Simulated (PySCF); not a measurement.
NMR data simulated for an unnamed compound:

¹H NMR (500 MHz, computed): δ 8.04 (m, 1H), 6.26 (br s, 1H), 5.96 (m, 1H), 5.61 (br s, 1H), 4.43 (m, 1H), 4.33 (m, 1H), 3.50 (s, 3H), 2.18 (s, 3H).

¹³C{¹H} NMR (computed): δ 170.7 (CH), 146.8 (C), 139.0 (CH2), 89.9 (CH), 43.3 (CH3), 29.6 (CH3).

- structure optimised with GFN2-xTB
- GIAO PBE0/pcSseg-1 shieldings
- program: PySCF 2.14.0 with density-fitted response routines
- rapidly exchanging positions averaged, no solvent model, one conformer, relativity neglected

Shifts are taken against calculated references (same method and geometry level): ¹H and ¹³C against TMS.

Problem. Which of these does the molecule contain: an N-methyl group, a ketone, a non-aromatic C=C double bond, a vinyl group CH=CH2, a Si–H bond, a methoxy group?

Solution. 
- An N-methyl group: yes (δC 43.3; δH 3.50 (s)).
- A ketone: no.
- A non-aromatic C=C double bond: yes.
- A vinyl group CH=CH2: no.
- A Si–H bond: yes (δH 4.33 (m), 4.43 (m)).
- A methoxy group: no.

The data belong to `C=C(C)[SiH2][C@@H](F)/C=N\C`, C6H12FNSi; they needn't prove each group on their own.

Carbon signals by region: 1 in the far downfield region (above 160 ppm), 2 in the sp2 and nitrile region (100–160 ppm), 1 at 50–100 ppm, 2 below 50 ppm. Above 160 ppm: 170.7, C=N carbon.

Splittings by ¹⁹F in the carbon and heteronuclear signals aren't shown, as no couplings were computed. Shifts are as computed. Against solution values, carbons near 30 ppm lie about +3 ppm off and those near 130 ppm about +5 ppm. Of 1211 compounds with measured shifts, 218 miss one by over three times the rms of a fit or turn the order of signals round; such compounds aren't used in these exercises. No couplings were computed; multiplicities are counted from neighbouring protons, with m where these are inequivalent, close in shift, in a saturated or five-membered ring or joined by F or P, and br s for small geminal =CH2 splittings.
